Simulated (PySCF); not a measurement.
C₄H₄BFO.
Bonds: B1–C2, C2–C3 (aromatic), C3–C4 (aromatic), C4–C5 (aromatic), C5–F6, C5–O7 (aromatic), C2–O7 (aromatic). Hydrogens: H8, H9 on B1; H10 on C3; H11 on C4.

Method: PySCF, PBE0-D3(BJ)/def2-SVP geometry optimisation, gas phase; density fitting, grid level 1; the optimiser is geomeTRIC in internal coordinates, started from a GFN2-xTB structure with every atom displaced at random (about 0.01 Å).

Step 3: E = -9634.4545 eV
```
atom  x, y, z in Å  |  force x, y, z in eV/Å
B1      1.8434    0.1239   -1.0827   -0.067  -0.071   0.141
C2      0.5647   -0.0131   -0.2914   -0.269   0.138  -0.084
C3     -0.1579    0.8677    0.4985    0.267   0.371   0.234
C4     -1.3435    0.2497    0.9468    0.199  -0.215  -0.241
C5     -1.2812   -0.9827    0.3439   -0.036  -0.141   0.088
F6     -2.1388   -1.9595    0.3676    0.097  -0.048   0.015
O7     -0.1945   -1.1811   -0.3600   -0.206  -0.027  -0.006
H8      2.2262   -0.8154   -1.7300    0.102  -0.004  -0.092
H9      2.4546    1.1681   -1.0440   -0.066  -0.075   0.016
H10     0.1688    1.8799    0.7303    0.032   0.025   0.028
H11    -2.1148    0.6133    1.6192   -0.054   0.048  -0.099
```

Step 4: E = -9634.4631 eV
```
atom  x, y, z in Å  |  force x, y, z in eV/Å
B1      1.8310    0.1176   -1.0738   -0.022  -0.065  -0.043
C2      0.5431   -0.0117   -0.3024    0.136   0.052  -0.066
C3     -0.1435    0.8849    0.5027   -0.053  -0.354  -0.113
C4     -1.3290    0.2517    0.9289   -0.377   0.018   0.345
C5     -1.2816   -0.9976    0.3615    0.113   0.120  -0.207
F6     -2.1178   -1.9918    0.3909   -0.042   0.101   0.154
O7     -0.2113   -1.1845   -0.3634    0.226   0.177  -0.053
H8      2.2090   -0.7935   -1.7640    0.095  -0.021  -0.033
H9      2.4496    1.1527   -0.9955   -0.020  -0.025   0.014
H10     0.1945    1.8926    0.7405   -0.017  -0.031  -0.005
H11    -2.1170    0.6304    1.5729   -0.037   0.027   0.007
```

Q: Estimate the geometry and energy of step 5. (The exact step hangs on the optimiser's Hessian estimate; all steps are aligned on step 4, rigid shifts and turns removed.)

A: E = -9634.4705 eV, largest force 0.178 eV/Å
```
atom  x, y, z in Å  |  force x, y, z in eV/Å
B1      1.8331    0.1056   -1.0857    0.060   0.116   0.029
C2      0.5421   -0.0075   -0.3156   -0.026  -0.103  -0.031
C3     -0.1498    0.8727    0.5032    0.037   0.143  -0.067
C4     -1.3457    0.2562    0.9312    0.141  -0.087   0.067
C5     -1.2792   -0.9893    0.3589   -0.141   0.040  -0.096
F6     -2.1125   -1.9832    0.4288   -0.002  -0.048  -0.026
O7     -0.2168   -1.1744   -0.3798   -0.050  -0.072   0.099
H8      2.2543   -0.7820   -1.7857   -0.070  -0.034   0.040
H9      2.4434    1.1410   -0.9816    0.034   0.039  -0.004
H10     0.1935    1.8760    0.7507   -0.005   0.010  -0.010
H11    -2.1354    0.6358    1.5738    0.022  -0.004  -0.001
```

The energy changes by -0.0074 eV. The first-order estimate −F·Δx gives -0.0304 eV and the mean of the old and new forces, exact on a quadratic surface, -0.0075 eV. The step makes an angle of 63° with the force vector and moves no atom by more than 0.052 Å.

The cost below is that of the whole optimisation. On one thread, Arm Neoverse V1 (aarch64), no GPU, shared host, this took 48 s and 0.50 GiB of memory at its peak.
